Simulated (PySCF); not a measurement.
A structure optimised at B3LYP-D3(BJ)/def2-TZVPD, used in a PySCF frequency run:

```xyz
6

Sn     0.0000     0.0000     0.0000
H      0.0000     0.0000     1.8820
H      0.0000     0.0000    -1.8820
H      1.7736     0.0000     0.0000
H     -0.8868     1.5360     0.0000
H     -0.8868    -1.5360     0.0000
```
Charge -1, spin multiplicity 1.

Problem. Write its SMILES, formula and point group.

Solution. [SnH5-], H₅Sn, D3h

Problem. What are its rotational constants (standard atomic weights)?

Solution. 53.130, 42.480, 42.480 GHz
